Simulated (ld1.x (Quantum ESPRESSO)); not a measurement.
**Before and after: ultrasoft potential for O (Z = 8)**

```
Element                 : O
Generator               : ld1.x (Quantum ESPRESSO) 7.5
Type                    : ultrasoft
Functional              : PBE
Relativity              : scalar-relativistic
Frozen core             : [He]
Valence charge          : 6
Reference configuration : 2s1.5 2p4.5
Partial waves           : 2s (bound): rcut 0.70, rcutus 1.00 bohr; 2s channel at 1.15 Ry: rcut 0.70, rcutus 1.00 bohr; 2p (bound): rcut 1.15, rcutus 1.55 bohr; 2p channel at 4.65 Ry: rcut 1.15, rcutus 1.55 bohr; 3d channel at 0.2 Ry: rcut 1.05, rcutus 1.30 bohr
Local potential         : all-electron potential smoothed inside 1.10 bohr (lloc = -1)
Core correction         : a·sin(br)/r model core, default radius (core density twice the valence density)
Augmentation charge     : PSQ, radius 0.75 bohr
```

Change: local potential all-electron potential smoothed inside 1.32 bohr (lloc = -1).

Cutoffs: the cutoffs (Ry, on a coarse ladder) from which the occupation-weighted sum of valence levels, in a spherical-Bessel basis at the reference potential, stays within 10 and 1 mRy of its value at 400 Ry; they do not see the model core or the augmentation charge, which bear on the density cutoff. Errors are all-electron minus pseudo energies relative to the spin-unpolarised reference configuration.

Question: What does the change do?

Answer: The potential gets neither clearly harder nor softer (30 Ry and 50 Ry → 30 Ry and 50 Ry); of the 7 tests that both files solve, the error grows in 3 and shrinks in 1 by more than 15 % and 0.3 meV (median size 0.5 → 3.8 meV); neither file shows a bound ghost.

| quantity | base | changed |
| --- | --- | --- |
| cutoff, loose | 30 Ry | 30 Ry |
| cutoff, tight | 50 Ry | 50 Ry |
| bound ghosts | none | none |
| error for 2s2 2p4, meV [ΔE -7.47 eV] | +0.1 | 0.0 |
| error for 2s2 2p3, meV [ΔE 8.96 eV] | 0.0 | -5.7 |
| error for 2s2 2p2, meV [ΔE 42.55 eV] | -7.8 | -13 |
| error for 2s2 2p3.5, meV [ΔE -1.18 eV] | -0.1 | -2.0 |
| error for 2s0 2p6, meV [ΔE 22.47 eV] | +0.5 | +0.3 |
| error for 2s1 2p4, meV [ΔE 24.19 eV] | +5.0 | -3.8 |
| error for 2s2 2p1, meV [ΔE 96.42 eV] | -37 | -34 |
| s: phases at 1.69 bohr within 0.05 rad from the reference energy up to (Ry; the scan ends near 5) | to the end of the scan | to the end of the scan |
| p: phases at 1.69 bohr within 0.05 rad from the reference energy up to (Ry; the scan ends near 5) | to the end of the scan | to the end of the scan |
| d: phases at 1.69 bohr within 0.05 rad from the reference energy up to (Ry; the scan ends near 5) | to the end of the scan | to the end of the scan |
| lowest overlap eigenvalue by channel | s 0.55, p 0.83, d 0.83 | s 0.54, p 0.88, d 0.91 |
